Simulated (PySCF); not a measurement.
## Chromium: a sound run and one with changed settings

Sound run: Cr [Ar] 3d5 4s1, Cr⁺ [Ar] 3d5. Computed with PySCF 2.14 in jorge-DZP-DKH (8s6p2d1f, 43 functions), with scalar relativity by spin-free X2C-1e. The sound run starts from symmetry-adapted Hartree-Fock orbitals and uses a fine grid where one is needed.

Changed run: 6 angular points. This setting is unsound on purpose.

```json
{"species": "Cr", "method": "UHF", "sound run (hartree)": "-1049.61055", "changed run (hartree)": "-1049.61055", "converged": "yes"}
{"species": "Cr", "method": "MN15", "sound run (hartree)": "-1051.35683", "changed run (hartree)": "-1051.53457", "converged": "yes"}
{"species": "Cr", "method": "PBE0", "sound run (hartree)": "-1050.52832", "changed run (hartree)": "-1052.51330", "converged": "yes"}
{"species": "Cr⁺", "method": "UHF", "sound run (hartree)": "-1049.39206", "changed run (hartree)": "-1049.39206", "converged": "yes"}
{"species": "Cr⁺", "method": "MN15", "sound run (hartree)": "-1051.11829", "changed run (hartree)": "-1051.29925", "converged": "yes"}
{"species": "Cr⁺", "method": "PBE0", "sound run (hartree)": "-1050.27586", "changed run (hartree)": "-1052.24161", "converged": "yes"}
```

Ionisation energy of Cr:

```tsv
method	sound run (eV)	changed run (eV)
UHF	5.946	5.946
MN15	6.491	6.403
```

A coarse angular grid integrates products of high-l functions wrongly, so density functionals can shift, and the SCF can exploit the error; Hartree-Fock and MP2 need no grid.

For comparison, NIST gives 6.767 eV between the lowest levels.
